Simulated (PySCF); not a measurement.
## Basis-set dependence of RbCl at HF

PySCF, RHF reference; singlet, unpaired electrons none; De to Rb + Cl without counterpoise correction.

| basis | relativity | functions | Re (Å) | ωe (cm⁻¹) | De (eV) | μ (D) |
| --- | --- | --- | --- | --- | --- | --- |
| def2-SVP | scalar-relativistic core potentials | 42 | 2.871 | 238 | 3.10 | -11.24 |
| def2-SVPD | scalar-relativistic core potentials | 54 | 2.921 | 216 | 3.32 | -11.81 |
| x2c-TZVPPall | spin-free X2C | 121 | 2.858 | 223 | 3.24 | -11.13 |

(1) How does each smaller set differ from the one with most functions, x2c-TZVPPall?

A positive dipole means Rb(−)Cl(+). Where the molecule has an RHF reference, its open-shell atoms are computed with UHF. Hartree–Fock leaves out correlation, which carries a large part of most bond energies and some tenths to 1 eV of ionisation energies.

Answers

(1) def2-SVP: +1.3 pm, +6.7 % in ωe, -0.14 eV in De; def2-SVPD: +6.3 pm, -3.1 % in ωe, +0.08 eV in De. All at HF; the set with most functions is neither the basis-set limit nor always the best. The rows treat relativity differently, so the differences are not basis effects alone.
